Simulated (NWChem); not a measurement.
System: C$_{3}$H$_{4}$ClF; SMILES F[C@@H]1C[C@H]1Cl

Parts of the log:

```
             Northwest Computational Chemistry Package (NWChem) 7.3.0
             --------------------------------------------------------

                             Geometry "geometry" -> ""
                             -------------------------

 Output coordinates in angstroms (scale by  1.889725989 to convert to a.u.)

  No.       Tag          Charge          X              Y              Z
 ---- ---------------- ---------- -------------- -------------- --------------
    1 F                    9.0000     0.62889100     2.14489800     0.10267500
    2 C                    6.0000     0.13036800     1.00188000    -0.42105400
    3 C                    6.0000    -1.25684500     0.59707800    -0.05300700
    4 C                    6.0000    -0.07259700    -0.15076300     0.49481800
    5 Cl                  17.0000     0.28073000    -1.77974400    -0.05339200
    6 H                    1.0000     0.49426900     0.80513700    -1.43490600
    7 H                    1.0000    -1.79784600     1.23232900     0.65363700
    8 H                    1.0000    -1.86862100     0.11305100    -0.81828300
    9 H                    1.0000     0.18039800     0.00583900     1.54654600

 Effective nuclear repulsion energy (a.u.)     216.2662621610

                                 NWChem DFT Module
                                 -----------------

 Summary of "ao basis" -> "ao basis" (spherical)
 ------------------------------------------------------------------------------
       Tag                 Description            Shells   Functions and Types
 ---------------- ------------------------------  ------  ---------------------
 F                          def2-svp                 6       14   3s2p1d
 C                          def2-svp                 6       14   3s2p1d
 Cl                         def2-svp                 8       18   4s3p1d
 H                          def2-svp                 3        5   2s1p

            General Information
            -------------------
          SCF calculation type: DFT
          Wavefunction type:  closed shell.
          No. of atoms     :     9
          No. of electrons :    48
           Alpha electrons :    24
            Beta electrons :    24
          Charge           :     0
          Spin multiplicity:     1
          Use of symmetry is: off; symmetry adaption is: off
          Maximum number of iterations: 150
          AO basis - number of functions:    94
                     number of shells:    44
          Convergence on energy requested:  1.00D-06
          Convergence on density requested:  1.00D-05
          Convergence on gradient requested:  5.00D-04

              XC Information
              --------------
                         B3LYP Method XC Potential
                     Hartree-Fock (Exact) Exchange  0.200
                        Slater Exchange Functional  0.800 local
                    Becke 1988 Exchange Functional  0.720 non-local
              Lee-Yang-Parr Correlation Functional  0.810
                  VWN I RPA Correlation Functional  0.190 local

             Grid Information
             ----------------
          Grid used for XC integration:  medium
          Radial quadrature: Mura-Knowles
          Angular quadrature: Lebedev.
          Tag              B.-S. Rad. Rad. Pts. Rad. Cut. Ang. Pts.
          ---              ---------- --------- --------- ---------
          F                   0.50       49          10.0       434
          C                   0.70       49           8.0       434
          Cl                  1.00       88          10.0       590
          H                   0.35       45          10.0       434
          Grid pruning is: on
          Number of quadrature shells:   464
          Spatial weights used:  Erf1

      Superposition of Atomic Density Guess
      -------------------------------------

 Sum of atomic energies:        -673.48757819

      Non-variational initial energy
      ------------------------------

 Total energy =    -676.109412
 1-e energy   =   -1357.334002
 2-e energy   =     464.958328
 HOMO         =      -0.296701
 LUMO         =       0.066069

     ---------------------------------------------
      Total Density - Mulliken Population Analysis
     ---------------------------------------------

    Atom       Charge   Shell Charges
 -----------   ------   -------------------------------------------------------
    1 F    9     9.40   1.99  1.14  0.77  3.45  2.05  0.01
    2 C    6     5.60   1.99  0.91  0.29  1.74  0.61  0.08
    3 C    6     6.24   1.99  0.96  0.25  2.06  0.94  0.03
    4 C    6     5.99   1.99  0.93  0.31  1.82  0.89  0.05
    5 Cl  17    17.23   2.00  1.99  1.22  0.71  5.94  2.13  3.21  0.02
    6 H    1     0.92   0.68  0.21  0.02
    7 H    1     0.87   0.65  0.19  0.03
    8 H    1     0.87   0.66  0.19  0.02
    9 H    1     0.88   0.67  0.18  0.02

   convergence    iter        energy       DeltaE   RMS-Dens  Diis-err
 ---------------- ----- ----------------- --------- --------- ---------
 d= 0,ls=0.0,diis     1   -676.3498132877 -8.93D+02  1.42D-02  6.81D-01
 d= 0,ls=0.0,diis     2   -676.3366165361  1.32D-02  8.55D-03  8.72D-01
 d= 0,ls=0.0,diis     3   -676.4231283503 -8.65D-02  1.66D-03  4.67D-02
 d= 0,ls=0.0,diis     4   -676.4273504352 -4.22D-03  4.96D-04  2.61D-03
 d= 0,ls=0.0,diis     5   -676.4275875022 -2.37D-04  1.46D-04  1.87D-04
  Resetting Diis
 d= 0,ls=0.0,diis     6   -676.4276097962 -2.23D-05  2.22D-05  4.39D-06
 d= 0,ls=0.0,diis     7   -676.4276102909 -4.95D-07  1.02D-05  4.45D-07
 d= 0,ls=0.0,diis     8   -676.4276102795  1.14D-08  5.52D-06  5.27D-07

         Total DFT energy =     -676.427610279521
      One electron energy =    -1360.353264616940
           Coulomb energy =      524.170052634347
    Exchange-Corr. energy =      -56.510660457925
 Nuclear repulsion energy =      216.266262160997

 Numeric. integr. density =       47.999994566711

                       DFT Final Molecular Orbital Analysis
                       ------------------------------------

 Vector   22  Occ=2.000000D+00  E=-3.341842D-01
              MO Center=  2.5D-02, -3.0D-01, -8.1D-02, r^2= 3.7D+00
   Bfn.  Coefficient  Atom+Function         Bfn.  Coefficient  Atom+Function
  ----- ------------  ---------------      ----- ------------  ---------------
    69      0.442753  5 Cl pz                66      0.343459  5 Cl pz
     4     -0.273338  1 F  px                45     -0.237079  4 C  s
    18     -0.229192  2 C  px                31      0.198476  3 C  s
    63      0.198705  5 Cl pz                 7      0.197171  1 F  px
    33      0.173299  3 C  py                32      0.155447  3 C  px

 Vector   23  Occ=2.000000D+00  E=-2.921436D-01
              MO Center= -5.4D-02, -5.9D-01, -1.1D-02, r^2= 3.4D+00
   Bfn.  Coefficient  Atom+Function         Bfn.  Coefficient  Atom+Function
  ----- ------------  ---------------      ----- ------------  ---------------
    69      0.369271  5 Cl pz                67      0.319223  5 Cl px
    66      0.269376  5 Cl pz                33     -0.243670  3 C  py
    64      0.227759  5 Cl px                18      0.204721  2 C  px
     4      0.193768  1 F  px                34      0.164836  3 C  pz
    63      0.155726  5 Cl pz                68     -0.152409  5 Cl py

 Vector   24  Occ=2.000000D+00  E=-2.767447D-01
              MO Center=  9.5D-02, -5.8D-01, -4.7D-04, r^2= 3.1D+00
   Bfn.  Coefficient  Atom+Function         Bfn.  Coefficient  Atom+Function
  ----- ------------  ---------------      ----- ------------  ---------------
    67      0.418377  5 Cl px                64      0.301066  5 Cl px
    31      0.258688  3 C  s                 46     -0.253162  4 C  px
    68      0.206031  5 Cl py                69     -0.196796  5 Cl pz
    19      0.177559  2 C  py                61      0.173723  5 Cl px
    20     -0.166024  2 C  pz                17     -0.156123  2 C  s

[...]

                     NWChem Electrostatic Potential Fit Module
                     -----------------------------------------

 Atom parameters

 Number of atoms is                                    9
 Number of basis functions is                         94

 Grid parameters

 Maximum number of grid points is                  36370
 Number of grid points is                          36369
 Grid range                                     0.300000 nm
 Grid spacing                                   0.020000 nm
 Probe radius                                   0.070000 nm
 Atom radius factor                             1.000000

 Atomic radii

    1    0.100000
    6    0.147000
    9    0.128000
   17    0.169000
 FASTESP  F
  using M.O. file = ./job.movecs

    Atom              Coordinates                           Charge

                                                  ESP

    1 F     0.062889    0.214490    0.010268   -0.240640
    2 C     0.013037    0.100188   -0.042105    0.243162
    3 C    -0.125685    0.059708   -0.005301   -0.223482
    4 C    -0.007260   -0.015076    0.049482   -0.000824
    5 Cl    0.028073   -0.177974   -0.005339   -0.159919
    6 H     0.049427    0.080514   -0.143491    0.054091
    7 H    -0.179785    0.123233    0.065364    0.113083
    8 H    -0.186862    0.011305   -0.081828    0.100327
    9 H     0.018040    0.000584    0.154655    0.114201
                                            ------------
                                                0.000000

 Dipole moment                                  0.452109

 Quadrupole moment Qxx                          3.788439
                   Qyy                        -11.937932
                   Qzz                          8.149493

 RMS deviation kJ/mol                           0.068140

 RRMS %                                        39.303721
```

Level: B3LYP/def2-SVP. The geometry was optimised at PBE0/def2-SVP. B3LYP is NWChem's, with the RPA form of VWN correlation.

Task: Which NWChem input produces such a log?

Result: Several could match; the one computed here: the input that was run:
```
start job
memory heap 200 mb stack 900 mb global 1100 mb
geometry units angstroms noautosym nocenter noautoz
  F      0.628891     2.144898     0.102675
  C      0.130368     1.001880    -0.421054
  C     -1.256845     0.597078    -0.053007
  C     -0.072597    -0.150763     0.494818
  Cl     0.280730    -1.779744    -0.053392
  H      0.494269     0.805137    -1.434906
  H     -1.797846     1.232329     0.653637
  H     -1.868621     0.113051    -0.818283
  H      0.180398     0.005839     1.546546
end
basis spherical
  F library def2-svp
  C library def2-svp
  Cl library def2-svp
  H library def2-svp
end
dft
  xc b3lyp
  iterations 150
  mulliken
end
task dft energy
esp
  recalculate
  probe 0.07
  range 0.3
  factor 1.0
  spacing 0.02
end
task esp
```
